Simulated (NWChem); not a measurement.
TiH4O; SMILES [OH][TiH3]

```xyz
6

Ti     0.0000     0.0000     0.4777
O      0.0000     0.0000    -1.2413
H      0.0000     0.0000    -2.2016
H      1.5416     0.4820     0.9922
H     -0.3534    -1.5761     0.9922
H     -1.1883     1.0941     0.9922
```
Atoms are numbered in this order, from 1.

Results from NWChem. STO-3G and 3-21G are far too small for this property and stand as cheap habits. Coordinates come from a PBE0/def2-SVP optimisation. GIAO values for the isolated, static molecule; σ is the absolute isotropic shielding, δ = σ(reference) − σ with the isolated reference molecule computed at the same levels (1H: tetramethylsilane, 17O: water).

```tsv
level	σ Ti1 (ppm)	δ O2 (ppm)	δ H3 (ppm)	δ H4 (ppm)
PBE/pcSseg-1	…	…	…	…
Hartree-Fock/STO-3G	771.2	46.9	2.61	4.79
PBE0/pcSseg-1	-1718.9	333.8	4.86	7.51
BHandHLYP/pcSseg-1	-1607.4	308.2	3.89	7.32
```

Q: Fill in the missing entries.

A: 
- PBE/pcSseg-1, σ Ti1 (ppm): -1775.9
- PBE/pcSseg-1, δ O2 (ppm): 365.6
- PBE/pcSseg-1, δ H3 (ppm): 6.17
- PBE/pcSseg-1, δ H4 (ppm): 7.65
